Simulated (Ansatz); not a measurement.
Geometry optimisation, RKS B3LYP/def2-SVP in Ansatz 0.2.0.

Input:

```yaml
crystal:
  periodic: [false, false, false]
  atoms:
    - { symbol: B, position_ang: [0.0, 0.0, 0.0] }
    - { symbol: F, position_ang: [0.0, 0.0, 1.67] }
    - { symbol: Cl, position_ang: [1.6108, 0.0, -0.93] }
    - { symbol: "N", position_ang: [-1.3423, 0.0, -0.775] }
    - { symbol: H, position_ang: [-2.0112, -0.8164, -0.6764] }
    - { symbol: H, position_ang: [-1.5914, 0.8164, -1.4036] }
    - { symbol: Br, position_ang: [0.1049, 2.2181, 0.7379] }
    - { symbol: H, position_ang: [0.0503, 1.0645, 1.7044] }
basis:
  gaussian: { orbitals: def2-SVP }
hamiltonian:
  xc: b3lyp
relax:
  f_tol: 0.15
  max_steps: 25
  restrain:
    - { distance: [0, 6], at: 3.24, k: 30.0 }
    - { distance: [7, 1], at: 2.12, k: 30.0 }
    - { distance: [0, 1], at: 1.32, k: 30.0 }
    - { distance: [7, 6], at: 1.55, k: 30.0 }
```

Command:

```bash
$ ansatz run input.yaml --threads 2 --pin off --max-ram 3072MiB --backend cpu --events-out ev --progress --plain --runs-dir out
```

**Question.** Where does it end, and by what steps?

**Answer.** The run converged. The restraints hold the end off the free minimum. After 7 steps the energy has fallen by 3.821 eV (the restraints' own energy left out); H6 moved furthest, 0.75 Å. Parted: B1–Br7 (2.34 → 3.25 Å).

```csv
step,energy less start (eV),largest force component (eV/Å),accepted
0,0.0000,5.673,yes
1,-1.1887,3.147,yes
2,-2.1477,3.348,yes
3,-2.8416,2.289,yes
4,-3.3631,1.700,yes
5,-3.6174,1.361,yes
6,-3.7500,1.402,yes
7,-3.8206,1.341,yes
```

```xyz
8
Properties=species:S:1:pos:R:3
B -0.044 -0.212 -0.114
F -0.014 -0.543 1.178
Cl 1.505 -0.006 -0.960
N -1.263 -0.105 -0.773
H -2.140 -0.277 -0.297
H -1.340 0.191 -1.738
Br -0.023 2.776 1.165
H 0.139 1.460 1.866
```

The run took 45 s on 2 threads of Intel(R) Xeon(R) Platinum 8259CL CPU @ 2.50GHz (Skylake/Cascade Lake) (shared host), peak memory 0.28 GiB.
